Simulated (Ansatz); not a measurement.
Task: Name a neutral molecule of Ga, O, Si and H with LUMO energy (PBE0/def2-TZVPP) between -0.40 and -0.10 eV and size of the dipole moment (B3LYP/def2-TZVPP) between 1.65 and 1.95 D (Ansatz, PBE0-D4/def2-TZVP geometry).

Result: `O[Si](O)(O)[O][GaH2]` (-0.27 eV, 1.91 D). Other molecules can fit too; these were computed, each in one conformer that needn't be the lowest.

B3LYP here is the variant with VWN-RPA as its local correlation; programs differ in this.
